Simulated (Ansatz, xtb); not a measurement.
# Redistribution: 2 BH(SH)2 → B(SH)3 + BH2(SH)

Gas-phase species: BH(SH)2, singlet; B(SH)3, singlet; BH2(SH), singlet. The partners trade H for SH; both sit on B, so the bond types are kept.

Shapes, held fixed at every level: PBE0-D4/def2-TZVP. Flexible molecules stand in one conformer, not always the lowest. Programs: Ansatz 0.2.0, xtb 6.7.1. The zero-point and thermal change to 298 K, harmonic and unscaled (PBE0-D4/def2-TZVP), is -1.5 kJ/mol.

Estimate ΔH(298 K) of this reaction.

The highest level, CCSD(T)/CBS estimate, gives ΔH(298 K) = +19.3 kJ/mol; the levels span +10.9 to +24.3. The column of differences is taken from that level and isn't an error. No measured value is set beside it here. The CBS estimate extrapolates MP2 from def2-TZVPP and def2-QZVPP and adds CCSD(T) − MP2 in the triple-zeta set, cores frozen.

```
               level                    kind  ΔH(298 K) (kJ/mol)  less CCSD(T)/CBS estimate
            GFN1-xTB          semi-empirical               +10.9                       -8.4
         HF/def2-SVP            Hartree–Fock               +24.3                       +5.0
       HF/def2-TZVPP            Hartree–Fock               +22.9                       +3.6
 B3LYP-D4/def2-TZVPP           global hybrid               +21.2                       +1.9
  wB97M-V/def2-TZVPP  range-separated hybrid               +21.0                       +1.7
   B2PLYP/def2-TZVPP           double hybrid               +22.8                       +3.5
      MP2/def2-TZVPP     perturbation theory               +18.1                       -1.2
     CCSD/def2-TZVPP   coupled cluster or CI               +21.1                       +1.8
CCSD(T)/CBS estimate   coupled cluster or CI               +19.3                        0.0
```
